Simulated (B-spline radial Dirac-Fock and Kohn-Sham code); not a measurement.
# Successive ionisation energies of chlorine: Dirac-Fock against NIST

Calculated with an atomic code on a B-spline grid, using Dirac-Fock (average of configuration) total-energy differences with a finite nucleus, the Breit interaction including its frequency dependence, and self-energy and vacuum-polarisation corrections. Each value is the difference of the configuration-average energies of two neighbouring ions in their tabulated ground configurations. Correlation and solid-state effects are left out. NIST's values refer to the lowest levels; many for high charge states are themselves semi-empirical or theoretical. Where a p, d or f shell is open in either ion the computed value averages over both j values and all terms, while the table refers to the lowest levels; that difference holds spin-orbit splitting (largest in heavy or highly charged ions), term energies where several electrons share open shells, and correlation, and it can reach 10 % or more.

```
 ion  configuration  computed (eV)        NIST (eV)            kind  NIST − computed (eV)
  Cl   [Ne] 3s2 3p5          12.65         12.96763        measured                 +0.32
 Cl⁺   [Ne] 3s2 3p4          24.30         23.81364        measured                 -0.49
Cl²⁺   [Ne] 3s2 3p3          37.28      39.8 ± 0.11  semi-empirical                 +2.52
Cl³⁺   [Ne] 3s2 3p2          51.44     53.24 ± 0.12  semi-empirical                 +1.80
Cl⁴⁺   [Ne] 3s2 3p1          66.72      67.68 ± 0.1  semi-empirical                 +0.96
Cl⁵⁺       [Ne] 3s2          94.96     96.94 ± 0.04  semi-empirical                 +1.98
Cl⁶⁺       [Ne] 3s1          113.7         114.2013        measured                 +0.51
Cl⁷⁺   [He] 2s2 2p6          347.3  348.306 ± 0.007        measured                 +1.00
Cl⁸⁺   [He] 2s2 2p5          403.1  400.851 ± 0.012        measured                 -2.25
```

Question: Where in this range is the largest relative jump, and why?

Answer: From Cl⁶⁺ (113.7 eV) to Cl⁷⁺ (347.3 eV), a factor of 3.05. The configuration goes from [Ne] 3s1 to [He] 2s2 2p6, so the next electron comes out of a deeper subshell.
